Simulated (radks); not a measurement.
The numbers below are computed, except where a source is named.
Ionisation of Li, [He] 2s1, to Li+, [He], under several functionals. Scalar-relativistic Kohn-Sham, spin-polarised, spherical densities, finite nucleus; open shells are filled with parallel spins first; a radial shooting solver on a logarithmic mesh with Libxc functionals. The NIST Atomic Spectra Database gives 5.392 eV (measured). Rank these functionals by the error of their Delta-SCF ionisation energy: AM05; LDA (Slater exchange, Perdew-Wang correlation); exchange-only LDA; Wu-Cohen GGA; BP86.

Answer. From best to worst: AM05 5.454 eV (+0.062); LDA (Slater exchange, Perdew-Wang correlation) 5.473 eV (+0.081); Wu-Cohen GGA 5.500 eV (+0.109); BP86 5.566 eV (+0.174); exchange-only LDA 5.028 eV (-0.364).
